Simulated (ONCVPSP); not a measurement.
## Pseudopotential generation for H (Z = 1): ONCV, LDA (Perdew-Zunger), scalar-relativistic.

```
Element                 : hydrogen (H)
Generator               : ONCVPSP 4.0.1
Type                    : optimised norm-conserving Vanderbilt (ONCV)
Functional              : LDA (Perdew-Zunger)
Relativity              : scalar-relativistic
Frozen core             : none
Valence charge          : 1
Reference configuration : 1s0.5 (charge +0.5)
Partial waves           : 1s: rc 1.35 bohr, ncon 4, nbas 7, qcut 8.3 1/bohr, 2 projectors, debl 0.4 Ha; p scattering state at 0.46 Ha: rc 1.25 bohr, ncon 3, nbas 7, qcut 7 1/bohr, 2 projectors, debl 1.7 Ha
Local potential         : polynomial inside 1.15 bohr (lpopt 5, dvloc0 2 Ha)
Core correction         : none
```

In the s channel the program set the typed energies aside and used -0.453, 0.250 Ha.

All-electron outer shells of the reference configuration (LDA (Perdew-Zunger), scalar-relativistic, ld1.x):

```tsv
shell	level (eV)	outermost node (bohr)	outermost maximum (bohr)
1s	-12.34	–	0.98
```

Results:

* Cutoffs needed: 16 Ha and 22 Ha (the cutoffs (Ha) at which the residual kinetic energy of the hardest occupied pseudo-wave falls to 1 and 0.1 mHa per electron)
* Ghost test: no bound ghost flagged; no localised positive-energy state flagged

Generation and tests took about 0.83 s on one core of a shared server CPU.
